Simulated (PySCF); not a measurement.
# Computed properties of Ge(H)(OH)2(NH2) (GeH5NO2), SMILES [NH2][GeH]([OH])[OH]

Ge(H)(OH)2(NH2) (GeH5NO2), SMILES [NH2][GeH]([OH])[OH]. Geometry: TPSSh-D3(BJ)/def2-SVP. The structure was generated by enumeration, and PubChem lists no compound with its InChIKey, so it may never have been made. Other conformers were not sampled. All values are computed for the isolated molecule unless a solvent is named; none is compared with measurement here.

**Structure.** All 21 harmonic modes at TPSSh-D3(BJ)/def2-SVP (PySCF) are real, so it is a minimum. With heavy atoms numbered as in [GeH:1]([NH2:2])([OH:3])[OH:4], the shortest bond between them is Ge1–O3 at 1.782 Å and the longest Ge1–N2 at 1.829 Å.

**Vibrations.** The strongest infrared lines (harmonic, unscaled, degenerate partners summed) lie at 525 cm⁻¹ (148 km/mol, H 68 %, N 30 %), 712 cm⁻¹ (146 km/mol, O 68 %, Ge 23 %), 2181 cm⁻¹ (141 km/mol, H 99 %). The softest mode is at 49 cm⁻¹ and the zero-point energy is 37.8 kcal/mol.

**Electronic structure.** HF/def2-TZVP (PySCF) places the frontier levels at -11.56 and 3.30 eV, a gap of 14.86 eV, and gives a dipole moment of 1.78 D and a mean polarisability of 38.2 bohr³. PBE/def2-TZVP (PySCF) at the same geometry gives -6.30 and -0.47 eV, so its gap is 9.03 eV narrower. An orbital gap is neither the optical nor the fundamental gap.

**Excitations.** TDA-M06-2X/def2-SVPD (PySCF) has S1 at 7.01 eV (177 nm, f = 0.070, bright); the most intense of the 10 singlets computed lies at 9.18 eV (f = 0.09). T1 (TDA) is at 6.67 eV, 0.34 eV under S1. TDA-PBE/def2-SVPD (PySCF) puts S1 at 5.81 eV. No vertical singlet excitation falls in the visible range (under 3.1 eV).

**NMR.** GIAO shifts at PBE0/pcSseg-1 (PySCF) (non-relativistic, atoms alike by connectivity averaged): ¹H from 1.1 to 5.8 ppm against TMS.
